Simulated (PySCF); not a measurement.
# Hartree-Fock beside MP2: F3Si anion

These are calculations, not measurements. The program is PySCF 2.14.0, an open-source quantum chemistry code, run on an isolated molecule that a program drew, which may never have been made. The molecule is F3Si anion (charge -1, singlet), drawn as the SMILES string `F[Si-](F)F`.

The geometry was optimised and harmonic frequencies were computed with HF and MP2, all in the aug-cc-pV(D+d)Z basis, for the commonest isotopes, with a restricted reference for singlets and an unrestricted one otherwise, and a frozen core in MP2. Each result is a local minimum of its method.

Geometry at the HF minimum:
```xyz
4
F3Si anion, angstrom
F    -1.3343    1.9517   -0.2116
Si   -1.7031    2.5165    1.3160
F    -0.6337    1.5307    2.1364
F    -0.7073    3.8558    1.2590
```

Lengths of the bonds as drawn, in Å (atoms numbered as above):
```
bond,HF,MP2
F1-Si2,1.670,1.712
Si2-F3,1.670,1.712
Si2-F4,1.670,1.712
```

Rotational constants, in GHz:
| constant | HF | MP2 |
|---|---|---|
| A | 6.983 | 6.636 |
| B | 6.982 | 6.636 |
| C | 4.303 | 4.079 |

Harmonic frequencies in cm^-1, each column in rising order, so a row needn't be the same motion in every method:
| rank | HF | MP2 |
|---|---|---|
| 1 | 291 | 259 |
| 2 | 291 | 259 |
| 3 | 419 | ? |
| 4 | 718 | 656 |
| 5 | 718 | 656 |
| 6 | 746 | 684 |

**Estimate the missing MP2 frequency from the HF column.**

A single factor s that minimises the squared misfit of MP2 against s times HF over the other rows is sum(HF x MP2) / sum(HF^2) = 0.9124, with an rms misfit of 4 cm^-1. For rank 3 it gives 0.9124 x 419 = 382 cm^-1. The calculation gives 372 cm^-1, 10 cm^-1 below the estimate. The drawn bonds are on average 2.5 % longer in MP2 than in HF.
